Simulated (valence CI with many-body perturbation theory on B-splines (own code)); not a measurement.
## Questions on Zr34+

Calculated by valence CI with perturbative core correlation (CI+MBPT): four valence electrons over a frozen Dirac-Fock core [He], a basis of 11 s, 11 p, 9 d, 7 f, 5 g, 2 h, 1 i functions for each j, with the one-electron correlation potential Σ1 (screened to all orders), the two-electron term Σ2, the three-electron term Σ3, Breit, model QED; selected single and double excitations, second order for the rest (own B-spline code, finite nucleus).

No measured spectrum was set against this ion. As an estimate, large intervals hold to a few tenths of a per cent, small ones and those within an open d or f shell to about a per cent. Among the levels kept, up to 260 cm⁻¹ of a level comes from second order outside the variational space, and about a tenth of that is noise between levels of different J, which matters for small intervals.

Levels are named by their leading jj configuration (3d3/2^4 stands for four electrons in 3d with j = 3/2), which in mixed levels can hold well under half, so a name can repeat and another be missing.

Rates and lifetimes use the calculated energies. Strong lines usually hold to 10 to 20 %, long lifetimes can be off by a factor of two.

Question: What is the ground level?

Answer: (2s^2 2p1/2^2) J=0, composition 76 % 2s²2p² ³P + 23 % 2s²2p² ¹S.

Question: Name the longest-lived excited levels whose lifetime is computed, and their main decay.

Answer: (2s^2 2p1/2 2p3/2) J=2 at 755.59 × 10³ cm⁻¹ lives 151 μs, mostly by M1 to (2s^2 2p1/2 2p3/2) J=1; (2s^2 2p1/2 2p3/2) J=1 at 661.62 × 10³ cm⁻¹ lives 253 ns, mostly by M1 to (2s^2 2p1/2^2) J=0; (2s^2 2p3/2^2) J=2 at 1483.4 × 10³ cm⁻¹ lives 126 ns, mostly by M1 to (2s^2 2p1/2 2p3/2) J=1.

Question: Among levels below 23395 × 10³ cm⁻¹, which E1 lines absorb most strongly from the ground level?

Answer: to (2s^2 2p1/2 3d3/2) J=1 at 0.4629 nm, f = 1.40; to (2s 2p1/2^2 3p3/2) J=1 at 0.4524 nm, f = 0.404; to (2s 2p1/2^2 2p3/2) J=1 at 5.055 nm, f = 0.124.

Question: Where does the other parity begin?

Answer: At (2s 2p1/2^2 2p3/2) J=2, 1600.6 × 10³ cm⁻¹.

Question: How well does LS coupling describe the low levels?

Answer: Among the lowest 20 levels the leading LS term, summed over configurations, holds 66 % on average. For single configurations the figures are 65 % in LS and 95 % in jj coupling. Terms mix most in the J = 1 level at 2849.3 × 10³ cm⁻¹, where the leading one holds 37 %.
